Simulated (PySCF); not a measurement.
C2H4F2Si, SMILES C=C(F)[SiH2]F. Atoms are numbered in the order given.

```xyz
9

C     -1.3898    -1.1948     0.0000
C     -0.0982    -0.8665     0.0000
F      0.8587    -1.8282     0.0000
Si     0.5999     0.8777     0.0000
F     -0.6839     1.8813     0.0000
H     -2.1424    -0.4044     0.0000
H     -1.7140    -2.2394     0.0000
H      1.4066     1.1228    -1.2220
H      1.4066     1.1228     1.2220
```
Charge 0, spin multiplicity 1.

Geometry optimised at B3LYP-D3(BJ)/def2-SVP. This is a generated structure with no PubChem entry under its InChIKey; it may be hypothetical. One conformer was computed; it need not be the lowest.

These are B3LYP/pcSseg-1 (PySCF) values and carry that method's errors.

GIAO shieldings, no solvent; atoms listed in one row are averaged. δ = σ(ref) − σ: ¹³C against TMS (σ = 181.3 ppm); ¹⁹F against CFCl3 (σ = 161.7 ppm); ²⁹Si against TMS (σ = 338.7 ppm); ¹H against TMS (σ = 31.68 ppm), references at their B3LYP-D3(BJ)/def2-TZVP geometries, non-relativistic.

```
nucleus   atoms  count  δ (ppm)
-------  ------  -----  -------
¹³C          C2      1    178.8
¹³C          C1      1    118.5
¹⁹F          F3      1   -116.4
¹⁹F          F5      1   -236.5
²⁹Si        Si4      1    -21.8
¹H           H7      1     6.05
¹H           H6      1     5.75
¹H       H8, H9      2     5.36
```
